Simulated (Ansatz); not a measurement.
`BC(=C)BO` and `BC=C` differ in one atom or group.

Ansatz, PBE0-D4/def2-TZVP geometries, multiplicity 1. Each molecule was computed in one conformer, which needn't be the lowest.

| property | `BC(=C)BO` |
| --- | --- |
| zero-point energy (PBE0-D4/def2-TZVP) / kJ/mol | 214.4 |
| HOMO energy (ωB97M-V/def2-TZVPP) / eV | -10.65 |
| HOMO energy (PBE0/def2-TZVPP) / eV | -8.36 |
| ideal-gas entropy at 298 K and 1 bar (rigid rotor, harmonic PBE0-D4/def2-TZVP) / J/(mol·K) | 320 |
| size of the dipole moment (ωB97M-V/def2-TZVPP) / D | 1.65 |
| HOMO–LUMO gap (PBE0/def2-TZVPP) / eV | 5.92 |

Problem. What does the change do to each property? (Estimate.)

Solution. Ansatz gave: 
```csv
property,`BC=C`,shift
zero-point energy (PBE0-D4/def2-TZVP) / kJ/mol,164.6,-49.8
HOMO energy (ωB97M-V/def2-TZVPP) / eV,-10.74,-0.09
HOMO energy (PBE0/def2-TZVPP) / eV,-8.51,-0.15
"ideal-gas entropy at 298 K and 1 bar (rigid rotor, harmonic PBE0-D4/def2-TZVP) / J/(mol·K)",265,-55
size of the dipole moment (ωB97M-V/def2-TZVPP) / D,1.29,-0.36
HOMO–LUMO gap (PBE0/def2-TZVPP) / eV,6.42,0.50
```

With PBE0 the HOMO falls by 0.15 eV and the LUMO rises by 0.35 eV, so the gap widens by about 0.50 eV. PBE moves the HOMO by -0.51 eV and ωB97M-V by -0.09 eV. The zero-point energy changes by -49.8 kJ/mol with -9 modes. Dipoles are sizes alone; their direction can turn.
